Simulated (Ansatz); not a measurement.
GaSb2⁻. Charge -1, multiplicity 3. Geometry B3LYP-D4/def2-TZVPD; atoms count from 1.

```xyz
3

Ga   -0.2216   -1.6733    0.1913
Sb   -0.4237    1.0476    1.1306
Sb    0.6453    0.6256   -1.3220
```

In the def2 sets Sb takes a core potential; there is no spin–orbit coupling. At PBE0-D4/def2-TZVPD a singlet of charge -1 lies 0.40 eV below the triplet, each at its own geometry. The structure comes from a short search, and lower isomers may exist.

Question: Estimate the Mulliken populations from the PBE0/def2-TZVPD orbitals of Ansatz.

Answer: 
```csv
atom,charge (e),spin (α − β)
Ga1,-0.20,0.24
Sb2,-0.40,0.88
Sb3,-0.40,0.88
```
Mulliken values and Mayer orders depend strongly on the basis. With diffuse functions, as here, like atoms can get unlike values, and bond orders can come out too low or too high.

Question: Where does the spin sit?

Answer: Summed by element: Ga 0.24, Sb 1.76, of 2 unpaired in all. Largest on single atoms: Sb2 0.88, Sb3 0.88, Ga1 0.24.

Question: And the Mayer bond orders between bonded heavy atoms (over 0.3)?

Answer: Ga1–Sb2 0.85 (2.89 Å); Ga1–Sb3 0.85 (2.89 Å); Sb2–Sb3 1.63 (2.71 Å).
